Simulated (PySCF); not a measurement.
Isomers of C5H7NO2, one GFN2-xTB conformer each. Single-point energies are computed at PBE0/pcSseg-1 (PySCF, gas phase, no added dispersion term), electronic only.

| SMILES | GFN2-xTB relative energy (kJ/mol) |
| --- | --- |
| COCc1cnoc1 | 55.9 |
| C=C(C(C)=O)C(N)=O | 0.0 |
| CO[C@@]1(C)O[C@H]1C#N | 87.0 |

Conformers: `[CH3:1][O:2][CH2:3][c:4]1[cH:5][n:6][o:7][cH:8]1` with C1–O2–C3–C4 -70°, O2–C3–C4–C5 100°; `[CH2:1]=[C:2]([C:3]([CH3:4])=[O:5])[C:6]([NH2:7])=[O:8]` with C1–C2–C3–C4 0°, C1–C2–C6–N7 180°, C2–C6–N7–H 0° and 180°; `[CH3:1][O:2][C@@:3]1([CH3:4])[O:5][C@H:6]1[C:7]#[N:8]` with C1–O2–C3–C4 -86°.

Q: What does PBE0/pcSseg-1 give for the same structures?

A: 
| SMILES | PBE0/pcSseg-1 E (Eh) | PBE0/pcSseg-1 (kJ/mol) | GFN2-xTB (kJ/mol) | point group |
| --- | --- | --- | --- | --- |
| C=C(C(C)=O)C(N)=O | -399.45370 | 0.0 | 0.0 | Cs |
| CO[C@@]1(C)O[C@H]1C#N | -399.37559 | 205.1 | 87.0 | C1 |
| COCc1cnoc1 | -399.36926 | 221.7 | 55.9 | C1 |

Both levels put the same isomer lowest; measured from each level's own lowest isomer, the values differ by up to 165.8 kJ/mol (COCc1cnoc1: 55.9 against 221.7). As drawn, the lowest has a C=O bond, an N–H bond and a C(=O)–N unit, which the highest lacks; the highest has an aromatic ring and an N–O linkage, which the lowest lacks.

Q: Which frontier levels, dipoles and rotational constants go with these structures?

A: 
```tsv
SMILES	HOMO (eV, PBE0/pcSseg-1)	LUMO (eV)	dipole (D)	A, B, C (MHz)
C=C(C(C)=O)C(N)=O	-7.46	-2.31	2.97	3527, 1706, 1158
CO[C@@]1(C)O[C@H]1C#N	-8.32	-0.03	4.63	3235, 1700, 1335
COCc1cnoc1	-7.61	-0.58	2.33	4934, 1328, 1219
```
